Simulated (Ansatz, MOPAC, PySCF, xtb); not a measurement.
The molecule TiTe, closed-shell singlet (lowest of 2S+1 = 1, 3, 5, 7 at CCSD(T)/def2-TZVPP on PBE0 minima; our sources give no spin for the ground state, which may be another). No spin–orbit coupling. Ti is treated without relativity. The T1 diagnostic near the minimum is 0.072, so single-reference values are doubtful.

Constants: fifth-degree fit in 1/R to seven points, most abundant isotopes. Runs in def2 and cc sets follow the lowest solution found near the PBE0 minimum. The singlet is held restricted.

Run with Ansatz (an electronic-structure program); MOPAC for PM6, PM7 (differences of heats of formation); PySCF for STO-3G rows; xtb for the GFN methods. Values without a source in brackets are computed. In def2 rows elements past Kr take small-core potentials, without spin–orbit coupling.

```csv
level,r_e (Å),ω_e (cm⁻¹),B_e (cm⁻¹),α_e (cm⁻¹),dipole (D)
PM6,2.274,612,0.0931,0.00013,-
PM7,2.363,816,0.0862,0.00013,-
GFN1-xTB,2.444,426,0.0806,0.00033,-
HF/STO-3G,2.368,473,0.0858,0.00012,5.40
SVWN5/def2-TZVPP,2.342,377,0.0877,0.00027,2.83
PBE/def2-TZVPP,2.379,359,0.0850,0.00027,3.02
r2SCAN/def2-TZVPP,2.392,346,0.0841,0.00026,4.04
B3LYP/def2-TZVPP,2.374,366,0.0854,0.00026,4.11
PBE0/def2-TZVPP,2.355,378,0.0868,0.00026,4.47
BHLYP/def2-TZVPP,2.373,362,0.0855,0.00028,5.92
CAM-B3LYP/def2-TZVPP,2.350,382,0.0872,0.00026,5.00
wB97X-V/def2-TZVPP,2.343,389,0.0877,0.00025,5.64
wB97M-V/def2-TZVPP,2.348,386,0.0873,0.00026,5.45
B2PLYP/def2-TZVPP,2.343,399,0.0877,0.00025,-
```

Correlated levels freeze the inner cores; with def2 sets outer-core shells near the valence are correlated too. Rows in STO-3G carry no dispersion term and start afresh at each structure; the Pople sets are all-electron and without relativity. The state that PM6, PM7 reach isn't checked; PM7 holds dispersion and hydrogen-bond terms.

Doubts at one or more of the structures used: a restricted determinant that unrestricted orbitals would lower (B2PLYP/def2-TZVPP).
